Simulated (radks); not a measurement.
Initial-state core-level shifts of neutral samarium when its valence configuration changes from [Xe] 4f6 6s2. All-electron calculation, Dirac Kohn-Sham, PBE, spin-unpolarised, spherical densities, finite nucleus; open shells fill j = l - 1/2 first; Fermi nuclear charge, rms radius 5.0819 fm. Program: a radial shooting solver on a logarithmic mesh with Libxc functionals. Shifts are changes of the shell-averaged eigenvalues in eV (positive: less bound); the change of the density at the nucleus, which sets a Mossbauer isomer shift, is in e/bohr^3, on a base of 5.332e+05.

| valence | 1s | 3d | 4d | 5s | density at nucleus |
|---|---|---|---|---|---|
| 4f6 5d1 6s1 | +1.004 | +1.018 | +1.063 | +1.183 | -22.72 |
| 4f5 6s2 6p1 | -9.161 | -10.534 | -9.755 | -6.498 | +43.12 |
| 4f6 6s1 6p1 | -1.138 | -1.110 | -1.125 | -1.174 | -18.38 |
| 4f5.5 5d1 6s1 6p0.5 | -2.731 | -3.309 | -2.959 | -1.469 | -8.43 |
| 4f5 5d1 6s2 | -6.091 | -7.417 | -6.623 | -3.395 | +30.61 |
| 4f6 6p2 | -2.191 | -2.137 | -2.166 | -2.258 | -39.11 |
| 4f4.5 5d1.5 6s2 | -9.536 | -11.681 | -10.313 | -5.099 | +48.03 |
